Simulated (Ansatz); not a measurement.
C₄H₁₂BNO, singlet, at a GFN2-xTB geometry, with bond 15-12 at 1.4 times its length; SC-NEVPT2/STO-3G, CASSCF(2,4) (Ansatz, an electronic-structure program).

Input for Ansatz:
Ansatz 0.2 input:
```yaml
crystal:
  periodic: [false, false, false]
  atoms:
    - {symbol: B, position_ang: [0.04354515, -0.25725732, 0.57126355]}
    - {symbol: H, position_ang: [0.53169097, -1.06345959, 1.28286789]}
    - {symbol: O, position_ang: [-0.50407890, -0.59029486, -0.63222227]}
    - {symbol: C, position_ang: [-0.43189816, -1.89443902, -1.14644955]}
    - {symbol: C, position_ang: [0.82152809, -2.08842259, -1.99660914]}
    - {symbol: H, position_ang: [-0.43983311, -2.63146939, -0.33208394]}
    - {symbol: H, position_ang: [-1.32690634, -2.04462455, -1.76247607]}
    - {symbol: H, position_ang: [1.70813965, -1.94579897, -1.38309519]}
    - {symbol: H, position_ang: [0.83609712, -3.09004176, -2.41840046]}
    - {symbol: H, position_ang: [0.83938812, -1.36147605, -2.80487294]}
    - {symbol: N, position_ang: [0.00028850, 1.08189111, 0.96715064]}
    - {symbol: C, position_ang: [-0.57782901, 2.12257376, 0.14885759]}
    - {symbol: C, position_ang: [0.50839707, 1.57374296, 2.22346468]}
    - {symbol: H, position_ang: [-1.41509970, 2.60216010, 0.66724468]}
    - {symbol: H, position_ang: [0.46643823, 3.19829940, -0.17401576]}
    - {symbol: H, position_ang: [-0.93569833, 1.67998462, -0.77564665]}
    - {symbol: H, position_ang: [1.28635661, 2.32751019, 2.05720394]}
    - {symbol: H, position_ang: [-0.29256628, 2.03757828, 2.81031260]}
    - {symbol: H, position_ang: [0.93205304, 0.75336515, 2.79653674]}
basis:
  gaussian:
    orbitals: STO-3G
magnetization: {spin_polarized: false}
correlation: {method: sc_nevpt2, electrons: all, active_space: {window: {electrons: 2, orbitals: 4}}}
```

The log (banner, timings and long lists left out):

```
Functional definition: HF
666 factors; integrals over basis functions are off by at most 6.1e-5 eV
mean field evaluation 1: about -8394.3444 eV, gradient 2.6e1 eV
mean field evaluation 2: about -8394.7732 eV, gradient 2.6e1 eV
mean field evaluation 4: about -8397.1938 eV, gradient 1.9e0 eV
mean field evaluation 8: about -8397.2077 eV, gradient 3.4e-4 eV
mean field -8397.20767286 eV, -308.5916901457 hartree, gradient 1.4e-6 eV, S^2 0.000000; 0 other end points of the search recorded, 0 dependent functions left out
reference -8397.20767286 eV, -308.5916901457 hartree; 28, 28 occupied and 19, 19 virtual orbitals, 666 factors
state -8398.30115232 eV, -308.6318747748 hartree
state -8398.30115232 eV, -308.6318747748 hartree; corrected -8407.10779759 eV, -308.9555130193 hartree
Total energy: -8407.10779759 eV, -308.9555130193 hartree
```
